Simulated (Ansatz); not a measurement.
Reaction (isomerisation): `[SiH3][CH2][GeH2][SH]` → `[CH3][GeH]([SiH3])[SH]`

Calculated with Ansatz (gas phase, PBE0-D4/def2-TZVP geometries, no zero-point term in ΔE). CCSD(T)/CBS is the MP2 limit (def2-TZVPP, def2-QZVPP) plus CCSD(T) − MP2 in def2-TZVPP, frozen cores. Functionals use def2-TZVPP. B3LYP here is the variant with VWN-RPA as its local correlation; programs differ in this. For Ge outer-core shells are correlated without core-valence functions, which leaves a few kJ/mol of doubt a bond. Scalar relativity is left out up to krypton. One conformer a species, not always the lowest.

(1) Is it downhill or uphill in electronic energy at CCSD(T)/CBS, and by how much? (An estimate is asked.)

(2) What do these levels give: B3LYP-D4, CCSD(T)/def2-TZVPP, HF/def2-QZVPP, MP2/def2-QZVPP, HF/CBS(def2), CCSD/CBS(def2)? (Best estimate.)

Largest T1 diagnostic among the species: 0.011.

## Answers

(1) Ansatz gave: Downhill: ΔE = -3.6 kcal/mol.

(2) Computed: B3LYP-D4 -4.8, CCSD(T)/def2-TZVPP -3.6, HF/def2-QZVPP -2.9, MP2/def2-QZVPP -2.9, HF/CBS(def2) -2.9, CCSD/CBS(def2) -3.6 kcal/mol.

From PBE to PBE0 (25 % exact exchange), in def2-TZVPP and without D4, ΔE moves by +0.9 kcal/mol.
